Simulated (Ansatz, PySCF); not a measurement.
System: CH2N, charge 0, multiplicity 2. It need not be the lowest isomer of its formula. 
Geometry from a B3LYP-D3(BJ)/def2-TZVP (Ansatz, a quantum-chemistry and plane-wave program) optimisation:
```
C
N 1 1.2273
H 2 1.0206 1 119.44
H 1 1.0962 2 125.07 3 180.00
```
Charge 0, spin multiplicity 2.

Wanted: vertical ionisation energy (to the singlet state of charge +1; each state is the SCF solution reached for its spin; for the singlet the Hartree-Fock reference is unstable and T1 is 0.026), in eV. Correlated levels leave the core frozen unless marked. Open shells are spin-unrestricted. Spin-orbit coupling is left out. Non-relativistic. Basis-set limits of correlation are two-point, X^-3; Hartree-Fock from the larger set. The bracket is a focal-point correction in the basis named.

| level | program | vertical ionisation energy (eV) | minus last row |
|---|---|---|---|
| HF/aug-cc-pVDZ | Ansatz | 8.90 | 0.32 |
| HF/aug-cc-pVQZ | Ansatz | 8.92 | 0.34 |
| r2SCAN/def2-TZVPD | Ansatz | 8.97 | 0.39 |
| B3LYP/def2-TZVPD | Ansatz | 9.03 | 0.45 |
| RI-MP2/aug-cc-pVTZ | Ansatz | 8.20 | -0.38 |
| SCS-MP2/aug-cc-pVDZ | Ansatz | 8.07 | -0.51 |
| SCS-MP2/def2-SVPD | Ansatz | 8.05 | -0.53 |
| SCS-MP2/aug-cc-pVTZ | Ansatz | 8.16 | -0.42 |
| SCS-MP2/def2-TZVPPD | Ansatz | 8.14 | -0.44 |
| CCSD/aug-cc-pVDZ | Ansatz | 8.51 | -0.07 |
| CCSD/def2-TZVPPD | Ansatz | 8.63 | 0.05 |
| CCSD(T)/aug-cc-pVDZ | Ansatz | 8.38 | -0.20 |
| RI-MP2/CBS(aug-cc-pVTZ,aug-cc-pVQZ)+[CCSD(T)-MP2]/aug-cc-pVDZ | Ansatz | 8.53 | -0.05 |
| RI-MP2/CBS(def2-TZVPPD,def2-QZVPPD)+[CCSD(T)-MP2]/def2-SVPD | Ansatz | 8.53 | -0.05 |
| CCSD(T)/CBS(def2-TZVPPD,def2-QZVPPD) | Ansatz | 8.58 | 0.00 |

For comparison, minus the highest occupied orbital energy (PySCF): 4.59 eV at PBE/def2-TZVPD, 5.35 eV at TPSSh/def2-TZVPD, 6.55 eV at MN15/def2-TZVPD.
